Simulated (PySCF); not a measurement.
## Dipole moment and polarisability of `P#CC1CCCC1`

Compound: C6H9P.
Geometry (GFN2-xTB, Å), atoms numbered from 1 in this order:
```
atom  x, y, z in Å
P1     3.4663    0.9941   -1.1197
C2     2.1616    0.6830   -0.3384
C3     0.9284    0.3830    0.3404
C4    -0.2715    1.1844   -0.2255
C5    -1.4386    0.1889   -0.3320
C6    -0.9888   -1.0480    0.4472
C7     0.5127   -1.0920    0.1952
H8     1.0454    0.6108    1.4073
H9    -0.0223    1.5979   -1.2032
H10   -0.5129    2.0179    0.4336
H11   -2.3646    0.6060    0.0618
H12   -1.6087   -0.0785   -1.3758
H13   -1.4947   -1.9543    0.1174
H14   -1.1814   -0.9143    1.5135
H15    0.7140   -1.4314   -0.8227
H16    1.0475   -1.7385    0.8895
```

Level: B3LYP/def2-SVPD (PySCF), static field, nuclei fixed, core orbitals frozen in the response. The polarisability tensor in these axes (au):

```
x   119.72  10.62 -15.47
y    10.62  83.28  -6.21
z   -15.47  -6.21  80.55
```

**Question.** What are the eigenvalues, a third of the trace, and Δα (Δα² = ½Σ(αi − αj)² over the three pairs)?

**Answer.** Principal values 74.26, 80.96 and 128.33 au; mean 94.51 au = 14.01 Å³ = 15.58 × 10⁻⁴⁰ C²·m²/J; Δα = 51.05 au (54 % of the mean).

**Question.** What is the dipole moment, and where does it point?

**Answer.** (-1.75, -0.49, 0.73) D, 1.95 D in size, pointing from the negative to the positive side. Measured along this direction, the outermost atoms are P1 at the negative end and H11 at the positive end.

**Question.** Molar refractivity from α?

**Answer.** Lorentz–Lorenz: R = (4π/3)N_A α = 2.5225 cm³/(mol·Å³) × 14.01 Å³ = 35.3 cm³/mol, in the limit of long wavelengths.

**Question.** What depolarisation ratio follows for Rayleigh scattering of linearly polarised light, taking the static tensor?

**Answer.** ρ = 3Δα²/(45ᾱ² + 4Δα²) = 7818.9/(401980 + 10425.2) = 0.019.

**Question.** Give the principal axes and the span of the nuclei along them.

**Answer.** Largest value along (0.91, 0.26, -0.33), where the nuclei span 5.79 Å; middle along (-0.35, 0.90, -0.27), 4.04 Å; least along (0.22, 0.36, 0.91), 3.36 Å. The response follows the extents in order.

**Question.** Find the Langevin capture rate constant for H3+ (3.023 u) meeting this molecule (112.044 u), k = 2.342 × 10⁻⁹ cm³/s × √(α in Å³ / reduced mass in u).

**Answer.** The reduced mass is 2.94 u, so k = 5.11 × 10⁻⁹ cm³/s. The formula leaves out the permanent dipole, which adds to the capture rate.

**Question.** Traceless (Buckingham) quadrupole moment about the centre of nuclear charge: eigenvalues?

**Answer.** -2.89, 0.44, 2.45 D·Å. The values depend on the origin, since the dipole doesn't vanish. The electronic extent ⟨r²⟩ about the same centre is 1128 bohr², a root-mean-square distance of 2.29 Å for the 60 electrons.

Geometry: GFN2-xTB, one conformer, isolated molecule.
